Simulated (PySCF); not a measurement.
Bonds of Sn to H, F, Cl

CCSD(T) in PySCF with def2-SVPD on every atom (core potentials on Sn), for the lowest determinant that a PBE0 search found; no spin–orbit coupling. D0 is De less the harmonic zero-point energy.

| X | state of SnX | D0(SnX) (eV) | D0(X₂) (eV) |
| --- | --- | --- | --- |
| H | doublet (π ↑) | 2.40 | 4.25 |
| F | doublet (π ↑) | 4.72 | 1.20 |
| Cl | doublet (π ↑) | 3.53 | 1.79 |

**Question.** Give the energy of Sn + X₂ → SnX + X at 0 K for each X.

**Answer.** H: 4.25 − 2.40 = +1.85 eV; F: 1.20 − 4.72 = -3.52 eV; Cl: 1.79 − 3.53 = -1.74 eV (CCSD(T)/def2-SVPD; negative means exothermic).

**Question.** Does an atom of H displace F from SnF?

**Answer.** SnF + H → SnH + F has ΔE = 4.72 − 2.40 = +2.32 eV at CCSD(T)/def2-SVPD, so it is uphill.

Gas-phase diatomics only hint at surface chemistry, where an atom holds several bonds.

Correlated steps freeze the inner cores (0 to 10 orbitals); shallow outer-core shells are correlated. Correlated levels converge slowly with the basis: in double zeta they bind strong bonds too weakly, by up to about 1 eV, and carry superposition errors of some tenths. These are scalar-relativistic numbers at best; spin–orbit coupling would shift them, the dissociation energy most. Where the molecule has an RHF reference, its open-shell atoms are computed with UHF. States were picked by a PBE0 search and need not be the measured ground states.
